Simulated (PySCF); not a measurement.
PySCF input for diboron tetrafluoride cation (B₂F₄), SMILES FB(F)B(F)F (connectivity only; charge and spin as stated), charge +1, multiplicity 2, IEF-PCM-ωB97X/def2-SVP. The structure is a stationary point at PBE0-D3(BJ)/def2-SVP. The multiplicity is an assumed one; other spin states were not compared. One conformer was computed; it need not be the lowest.

```python
import numpy as np
from pyscf import gto, scf, dft
from pyscf.solvent import pcm

mol = gto.M(
    atom='''
    F     0.83833609   -0.83833609   -1.46567801
    B     0.00000000    0.00000000   -1.01693479
    F    -0.83833609    0.83833609   -1.46567801
    B    -0.00000000   -0.00000000    1.01693478
    F     0.83833609    0.83833609    1.46567801
    F    -0.83833609   -0.83833609    1.46567801
    ''',
    basis='def2-SVP',
    charge=1,
    spin=1,
    max_memory=1600,
    verbose=3,
)
mf = dft.UKS(mol, xc='wb97x').density_fit(auxbasis='def2-universal-jkfit')
mf.grids.level = 3
mf.conv_tol = 1e-9
mf.max_cycle = 100
mf.kernel()
fine, coarse = mf.grids, dft.Grids(mol).set(level=1).build(with_non0tab=True)
for _ in range(3):  # follow internal instabilities
    mf.grids = coarse
    mo, _, stable, _ = mf.stability(return_status=True, nroots=4)
    mf.grids = fine
    if stable:
        break
    mf.kernel(mf.make_rdm1(mo, mf.mo_occ))
res = {}
for name, eps in {'water': 78.355, 'tetrahydrofuran': 7.4257, 'acetonitrile': 35.688}.items():
    s = mf.PCM()
    s.with_solvent.method, s.with_solvent.eps, s.with_solvent.lebedev_order = 'IEF-PCM', eps, 29
    s.kernel(mf.make_rdm1())
    res[name] = (s.e_tot, eps, s.dip_moment(), s.mo_energy, s.converged)
    print(f'{name}: electrostatic solvation free energy {(s.e_tot - mf.e_tot) * 627.509474:.3f} kcal/mol')
```

It prints:

```

WARN: HOMO -0.282654157371907 >= LUMO -0.282654157371908

converged SCF energy = -448.43288177036  <S^2> = 0.751943  2S+1 = 2.0019421
<class 'pyscf.df.df_jk.DFUKS'> wavefunction is stable in the internal stability analysis

WARN: PCM is an experimental feature. It is still in testing.
Features and APIs may be changed in the future.

converged SCF energy = -448.5297147009  <S^2> = 0.75183394  2S+1 = 2.0018331

WARN: System has nonzero charge 1; the dipole moment is origin-dependent.
Location of origin: [0. 0. 0.]

Dipole moment(X, Y, Z, Debye): -0.00000, -0.00000, -0.00000
water: electrostatic solvation free energy -60.764 kcal/mol

WARN: PCM is an experimental feature. It is still in testing.
Features and APIs may be changed in the future.

converged SCF energy = -448.517270762767  <S^2> = 0.75185567  2S+1 = 2.0018548

WARN: System has nonzero charge 1; the dipole moment is origin-dependent.
Location of origin: [0. 0. 0.]

Dipole moment(X, Y, Z, Debye): -0.00000, -0.00000, -0.00000
tetrahydrofuran: electrostatic solvation free energy -52.955 kcal/mol

WARN: PCM is an experimental feature. It is still in testing.
Features and APIs may be changed in the future.

converged SCF energy = -448.528145327831  <S^2> = 0.75183688  2S+1 = 2.001836

WARN: System has nonzero charge 1; the dipole moment is origin-dependent.
Location of origin: [0. 0. 0.]

Dipole moment(X, Y, Z, Debye):  0.00000,  0.00000, -0.00000
acetonitrile: electrostatic solvation free energy -59.779 kcal/mol
```

The calculation finished and met its thresholds.
